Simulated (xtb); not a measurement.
xtb input:

```bash
xtb mol.xyz --gfn 2 --ohess tight --chrg 1 --uhf 0
```
mol.xyz:
```
11

C     -1.21692376     0.01408278     0.13451169
C     -0.08907655    -0.35968755    -0.68976660
C      1.24971627    -0.10099014    -0.04119947
O      1.43810287     0.43071108     1.04265376
H     -1.26334681    -0.52461248     1.09962609
H     -1.16971232     1.08186278     0.36321492
H     -2.17288484    -0.17308516    -0.38815315
H     -0.09748413     0.25422939    -1.70083023
H     -0.11688048    -1.38440080    -1.00025285
H      2.15858062    -0.32261422    -0.64397734
H      1.20590427     1.03991701     1.81632313
```

Q: Predict the final energy.

A: -13.57242 Eh (GFN2-xTB).

It need not be the lowest isomer of its formula.
